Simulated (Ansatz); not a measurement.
Program: Ansatz. Geometries: PBE0-D4/def2-TZVP. ΔE: electronic, gas phase. CCSD(T)/CBS adds triple-zeta CCSD(T) − MP2 to the extrapolated MP2 energy (def2 sets, frozen cores). DFT in def2-TZVPP. For Ge outer-core shells are correlated without core-valence functions, which leaves a few kJ/mol of doubt a bond. Scalar relativity is left out up to krypton. One conformer a species, not always the lowest.

Consider the substitution at a C–Ge bond: `[CH3][GeH]([CH3])[SH]` + `O[Si]([SiH3])(Cl)Cl` → `CO[Si]([SiH3])(Cl)Cl` + `[CH3][GeH2][SH]`.

`[CH3][GeH]([CH3])[SH]`:

Z-matrix (Å, degrees):
```
C
Ge 1 1.947
H 1 1.090 2 110.5
H 1 1.091 2 110.0 3 120.0
H 1 1.091 2 110.0 3 -120.2
C 2 1.950 1 112.1 3 179.0
S 2 2.237 1 104.9 3 59.8
H 2 1.544 1 111.1 3 -57.3
H 6 1.091 2 110.5 1 -177.3
H 6 1.092 2 110.2 1 62.7
H 6 1.091 2 109.8 1 -57.5
H 7 1.343 2 94.9 1 -177.3
```

`O[Si]([SiH3])(Cl)Cl`:

```xyz
9

O     1.718   -0.784   -0.445
Si    0.614    0.409   -0.363
Si   -1.318   -0.413    0.643
Cl    1.369    1.996    0.702
Cl    0.206    1.122   -2.247
H     2.574   -0.602   -0.840
H    -2.308    0.691    0.709
H    -0.996   -0.888    2.013
H    -1.859   -1.531   -0.171
```

`CO[Si]([SiH3])(Cl)Cl`:

Cartesian coordinates in Å:
```
C -1.756 -0.225 1.480
O -0.561 -0.450 0.755
Si 0.055 0.491 -0.411
Si 2.039 -0.448 -1.185
Cl 0.376 2.387 0.321
Cl -1.309 0.687 -1.940
H -1.875 -1.046 2.187
H -1.705 0.718 2.030
H -2.619 -0.203 0.809
H 2.585 0.431 -2.250
H 3.007 -0.543 -0.063
H 1.762 -1.799 -1.735
```

`[CH3][GeH2][SH]`:

```xyz
9

C     0.948   -0.064    1.021
Ge   -0.045   -0.031   -0.652
S    -2.179    0.274   -0.075
H     2.010   -0.209    0.821
H     0.592   -0.880    1.650
H     0.815    0.879    1.553
H     0.092   -1.358   -1.422
H     0.410    1.127   -1.561
H    -2.643    0.261   -1.335
```

CCSD(T)/CBS gives +21.2 kcal/mol.

Question: Another level gave +19.1 kcal/mol. Which?
A. ωB97X-V/def2-TZVPP
B. MP2/def2-TZVPP
C. PBE-QIDH/def2-TZVPP
D. ωB97M-V/def2-TZVPP

Answer: A. ωB97X-V 19.1, ωB97M-V 20.2, MP2/def2-TZVPP 22.8, PBE-QIDH 21.4 kcal/mol.

Largest T1 diagnostic among the species: 0.011.

At CCSD(T), def2-SVP lies −5.8 kcal/mol from the extrapolated value and def2-TZVPP −0.3 kcal/mol. Leaving LDA and LC-ωPBE aside and taking each functional with its dispersion term where it has one, the values, not all of them listed here, spread over 3.0 kcal/mol, from BLYP-D4 to PBE-QIDH. In def2-TZVPP, CCSD(T) changes the Hartree–Fock value by +3.6 kcal/mol (the triples alone add +0.2 kcal/mol) and MP2 by +5.5 kcal/mol.

CCSD(T)/CBS has its own doubt, a few kJ/mol and more with outer-core shells, so smaller differences from it don't rank the levels.
